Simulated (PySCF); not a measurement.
AlH₂I. Atoms are numbered in the order given.

```xyz
4

Al     0.0000     0.0000     1.9173
H      0.0000     1.4056     2.6546
H      0.0000    -1.4056     2.6546
I      0.0000     0.0000    -0.5705
```
Charge 0, spin multiplicity 1.

The structure is a stationary point at PBE-D3(BJ)/def2-TZVP. The def2 effective core potentials stand for the cores of I; spin–orbit coupling is left out.

Level of theory: PBE-D3(BJ)/def2-TZVP run with PySCF.

Frequencies are harmonic and unscaled.

List the normal modes with their intensities. (The exact figures need the calculation; the answer reports its results.)


```tsv
mode	ν (cm⁻¹)	IR (km/mol)	moving atoms (share of kinetic energy)
1	342	30.9	Al 76 %, I 19 %
2	447	27.1	H 92 %
3	551	128.7	H 89 %, Al 11 %
4	739	325.0	H 95 %
5	1890	108.6	H 99 %
6	1914	179.6	H 94 %
```
